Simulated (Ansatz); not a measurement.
`[CH3][GeH2][C](=N)Cl` + `N=C(O)CO` → `COCC(=N)O` + `N=[C](Cl)[GeH3]`  (substitution at a C–Ge bond)

Gas-phase electronic energies from Ansatz, PBE0-D4/def2-TZVP geometries. CCSD(T)/CBS is the MP2 limit (def2-TZVPP, def2-QZVPP) plus CCSD(T) − MP2 in def2-TZVPP, frozen cores. Functionals use def2-TZVPP. For Ge outer-core shells are correlated without core-valence functions, which leaves a few kJ/mol of doubt a bond. Scalar relativity is left out up to krypton. One conformer a species, not always the lowest.

```
 level  ΔE (kcal/mol)
PBE-D4           15.9
   PBE           15.9
```

What does CCSD(T)/CBS give? (Estimate.)

Computed: +17.3 kcal/mol. The listed levels differ from it by -1.4, -1.4 kcal/mol.

Largest T1 diagnostic among the species: 0.013.

In def2-TZVPP, CCSD(T) changes the Hartree–Fock value by +2.5 kcal/mol (the triples alone add +0.1 kcal/mol) and MP2 by +4.1 kcal/mol.

CCSD(T)/CBS has its own doubt, a few kJ/mol and more with outer-core shells, so smaller differences from it don't rank the levels.
